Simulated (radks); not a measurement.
Question: Valence configurations of Ti II (all share [Ar]). Calculated with a radial shooting solver on a logarithmic mesh with Libxc functionals: non-relativistic Kohn-Sham, LDA (Slater exchange, Perdew-Wang correlation), spin-polarised, spherical densities, point nucleus; open shells are filled with parallel spins first. Order these by energy: 3d2 4p1; 3d3; 3d1.5 4s0.5 4p1; 3d1 4s2; 3d2 4s1; 3d2.5 4s0.5; 3d2 4s0.5 4p0.5; 4s2 4p1; 3d2.5 4p0.5; 3d1 4s1 4p1.

Answer: From the lowest, in eV above it: 3d2.5 4s0.5 0.000; 3d3 0.046; 3d2 4s1 0.431; 3d2.5 4p0.5 1.840; 3d2 4s0.5 4p0.5 2.367; 3d1 4s2 4.223; 3d2 4p1 4.309; 3d1.5 4s0.5 4p1 5.541; 3d1 4s1 4p1 7.474; 4s2 4p1 15.223. NIST lists [Ar] 3d2 4s1 as the ground configuration; this level of theory puts 3d2.5 4s0.5 lower, by 0.431 eV. The energies are those of spherical high-spin densities, not of single terms.
